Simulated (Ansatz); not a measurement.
Program: Ansatz. Geometries: PBE0-D4/def2-TZVP. ΔE: electronic, gas phase. CBS: MP2 limit from def2 TZ/QZ plus the TZ coupled-cluster correction, frozen cores. This one scheme is used for every species. Functionals use def2-TZVPP. B3LYP here is the variant with VWN-RPA as its local correlation; programs differ in this. Elements past krypton have def2 core potentials. For Sn outer-core shells are correlated without core-valence functions, which leaves a few kJ/mol of doubt a bond. One conformer a species, not always the lowest.

Consider the stannylene formation by 1,1-elimination: `C[O][SnH]([CH3])[OH]` → CH₃OH + `[CH3][Sn][OH]`.

(1) Is it downhill or uphill in electronic energy at CCSD(T)/CBS, and by how much? (Best estimate.)

(2) What do these levels give: PBE-D4, B3LYP-D4, PBE0, CCSD/def2-TZVPP, CCSD(T)/def2-TZVPP, HF/CBS(def2)? (Best estimate.)

Largest T1 diagnostic among the species: 0.016.

Answers

(1) Ansatz gave: Uphill: ΔE = +11.8 kcal/mol.

(2) The calculation gave: PBE-D4 6.7, B3LYP-D4 6.0, PBE0 8.0, CCSD/def2-TZVPP 10.7, CCSD(T)/def2-TZVPP 11.5, HF/CBS(def2) 8.9 kcal/mol.

In def2-TZVPP, CCSD(T) changes the Hartree–Fock value by +2.8 kcal/mol (the triples alone add +0.9 kcal/mol) and MP2 by +2.4 kcal/mol. The D4 term adds +3.0 kcal/mol with B3LYP and +1.7 kcal/mol with PBE0; it sums over pairs of atoms, weighted by their polarisabilities, and B3LYP, whose exchange is more repulsive, gets the larger term.
